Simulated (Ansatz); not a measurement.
Ansatz (an electronic-structure program) job for (1Z)-1-chloro-2-fluorobuta-1,3-diene (C4H4ClF), SMILES C=C/C(F)=C/Cl, PBE-D3(BJ)/def2-SVP. 

Ansatz 0.2 input:
```yaml
crystal:
  periodic: [false, false, false]
  atoms:
    - {symbol: C, position_ang: [-0.01470149, -2.91527673, 0.00000000]}
    - {symbol: C, position_ang: [0.67701226, -1.76593278, 0.00000000]}
    - {symbol: C, position_ang: [0.05852238, -0.45031807, 0.00000000]}
    - {symbol: F, position_ang: [-1.27935837, -0.43837297, 0.00000000]}
    - {symbol: C, position_ang: [0.74368959, 0.70754436, 0.00000000]}
    - {symbol: Cl, position_ang: [-0.01568908, 2.25557513, 0.00000000]}
    - {symbol: H, position_ang: [-1.10693396, -2.91649026, 0.00000000]}
    - {symbol: H, position_ang: [0.49645393, -3.88000272, 0.00000000]}
    - {symbol: H, position_ang: [1.77087772, -1.77096933, 0.00000000]}
    - {symbol: H, position_ang: [1.83340560, 0.71194119, 0.00000000]}
basis:
  gaussian:
    orbitals: def2-SVP
hamiltonian:
  xc: pbe
  dispersion: d3bj
relax: {f_tol: 0.002, max_steps: 200}
```

Log of the run:

```
WARN ansatz: RAYON_NUM_THREADS=1 ignored (pool sized by the plan → 1); use --threads N
Functional definition: PBE
integrals: 0.05 GiB planned
1207 factors; their error is unknown
mean field: 0.29 GiB planned
mean field evaluation 1: about -19419.1102 eV, gradient 6.1e1 eV
mean field evaluation 2: about -19404.8417 eV, gradient 9.0e1 eV
mean field evaluation 4: about -19428.1599 eV, gradient 2.0e1 eV
mean field evaluation 8: about -19429.2432 eV, gradient 2.6e-1 eV
mean field evaluation 16: about -19429.1587 eV, gradient 2.9e-3 eV
mean field -19429.15871058 eV, -714.0084130570 hartree, gradient 1.1e-5 eV, S^2 0.000000; 0 other end points of the search recorded, 0 dependent functions left out
the calculation of the forces begins
reference -19429.15873942 eV, -714.0084141170 hartree; 27, 27 occupied and 81, 81 virtual orbitals, 1207 factors
relax step   1: F+E_penalty+E_count = -19429.37857330 eV  Δ(F+E_penalty+E_count) = +0.000e0 eV  max|allowed force component| = 6.247e-1 eV/Å  Δτ_max = 0.0000 Å  (32 SCF iters, accepted)
these checks for a lower state are left out or cut short: starts, cluster_reference, orbital_swaps, neighbouring_geometries, increment
integrals: 0.05 GiB planned
1207 factors; their error is unknown
mean field: 0.29 GiB planned
mean field -19429.17112255 eV, -714.0088691884 hartree, gradient 2.5e-5 eV, S^2 0.000000; 0 other end points of the search recorded, 0 dependent functions left out
the calculation of the forces begins
reference -19429.17115149 eV, -714.0088702520 hartree; 27, 27 occupied and 81, 81 virtual orbitals, 1207 factors
relax step   2: F+E_penalty+E_count = -19429.39045046 eV  Δ(F+E_penalty+E_count) = -1.188e-2 eV  max|allowed force component| = 2.110e-1 eV/Å  Δτ_max = 0.0117 Å  (34 SCF iters, accepted)
these checks for a lower state are left out or cut short: starts, cluster_reference, orbital_swaps, neighbouring_geometries, increment
integrals: 0.05 GiB planned
1207 factors; their error is unknown
mean field: 0.29 GiB planned
mean field evaluation 32: about -19429.1721 eV, gradient 2.8e-1 eV
mean field -19429.17231674 eV, -714.0089130743 hartree, gradient 2.5e-5 eV, S^2 0.000000; 0 other end points of the search recorded, 0 dependent functions left out
the calculation of the forces begins
reference -19429.17234571 eV, -714.0089141387 hartree; 27, 27 occupied and 81, 81 virtual orbitals, 1207 factors
relax step   3: F+E_penalty+E_count = -19429.39151831 eV  Δ(F+E_penalty+E_count) = -1.068e-3 eV  max|allowed force component| = 4.443e-2 eV/Å  Δτ_max = 0.0037 Å  (35 SCF iters, accepted)
these checks for a lower state are left out or cut short: starts, cluster_reference, orbital_swaps, neighbouring_geometries, increment
integrals: 0.05 GiB planned
1207 factors; their error is unknown
mean field: 0.29 GiB planned
mean field -19429.17234185 eV, -714.0089139969 hartree, gradient 1.2e-5 eV, S^2 0.000000; 0 other end points of the search recorded, 0 dependent functions left out
the calculation of the forces begins
reference -19429.17237080 eV, -714.0089150610 hartree; 27, 27 occupied and 81, 81 virtual orbitals, 1207 factors
relax step   4: F+E_penalty+E_count = -19429.39153007 eV  Δ(F+E_penalty+E_count) = -1.175e-5 eV  max|allowed force component| = 3.016e-2 eV/Å  Δτ_max = 0.0019 Å  (26 SCF iters, accepted)
these checks for a lower state are left out or cut short: starts, cluster_reference, orbital_swaps, neighbouring_geometries, increment
integrals: 0.05 GiB planned
1207 factors; their error is unknown
mean field: 0.29 GiB planned
mean field -19429.17234223 eV, -714.0089140110 hartree, gradient 1.4e-5 eV, S^2 0.000000; 0 other end points of the search recorded, 0 dependent functions left out
the calculation of the forces begins
reference -19429.17237118 eV, -714.0089150750 hartree; 27, 27 occupied and 81, 81 virtual orbitals, 1207 factors
relax step   5: F+E_penalty+E_count = -19429.39157329 eV  Δ(F+E_penalty+E_count) = -4.323e-5 eV  max|allowed force component| = 4.557e-3 eV/Å  Δτ_max = 0.0025 Å  (25 SCF iters, accepted)
these checks for a lower state are left out or cut short: starts, cluster_reference, orbital_swaps, neighbouring_geometries, increment
integrals: 0.05 GiB planned
1207 factors; their error is unknown
mean field: 0.29 GiB planned
mean field -19429.17234604 eV, -714.0089141511 hartree, gradient 3.8e-5 eV, S^2 0.000000; 0 other end points of the search recorded, 0 dependent functions left out
the calculation of the forces begins
reference -19429.17237500 eV, -714.0089152151 hartree; 27, 27 occupied and 81, 81 virtual orbitals, 1207 factors
relax step   6: F+E_penalty+E_count = -19429.39157511 eV  Δ(F+E_penalty+E_count) = -1.821e-6 eV  max|allowed force component| = 1.242e-3 eV/Å  Δτ_max = 0.0003 Å  (20 SCF iters, accepted)
integrals: 0.05 GiB planned
1207 factors; their error is unknown
mean field: 0.29 GiB planned
mean field evaluation 64: about -19429.2449 eV, gradient 2.9e-1 eV
mean field -19429.17234604 eV, -714.0089141511 hartree, gradient 3.8e-5 eV, S^2 0.000000; 1 other end points of the search recorded, 0 dependent functions left out
the calculation of the forces begins
reference -19429.17237500 eV, -714.0089152151 hartree; 27, 27 occupied and 81, 81 virtual orbitals, 1207 factors
Total energy: -19429.39160407 eV, -714.0169717348 hartree
Atom 0 at    -0.016849    -2.924578    -0.000009 Å, force     0.000242    -0.000115     0.000100 eV/Å
Atom 1 at     0.675685    -1.763976    -0.000005 Å, force    -0.001096     0.000463     0.000002 eV/Å
Atom 2 at     0.054252    -0.451228    -0.000002 Å, force     0.001242    -0.000812    -0.000005 eV/Å
Atom 3 at    -1.289567    -0.434121    -0.000004 Å, force     0.000112     0.000482    -0.000000 eV/Å
Atom 4 at     0.746600     0.717545     0.000001 Å, force    -0.000239    -0.000315    -0.000002 eV/Å
Atom 5 at    -0.013365     2.261190     0.000001 Å, force    -0.000247     0.000266     0.000003 eV/Å
Atom 6 at    -1.117098    -2.926682     0.000011 Å, force     0.000071    -0.000025    -0.000049 eV/Å
Atom 7 at     0.500807    -3.894437     0.000003 Å, force     0.000079     0.000330    -0.000029 eV/Å
Atom 8 at     1.777843    -1.765746     0.000001 Å, force     0.000056    -0.000208    -0.000020 eV/Å
Atom 9 at     1.844971     0.719730     0.000003 Å, force    -0.000222    -0.000067    -0.000001 eV/Å
Dipole moment:     0.305761    -0.231389     0.000005 e Å
```

The calculation finished and met its thresholds.

Cost: around 29 core-seconds (rough).
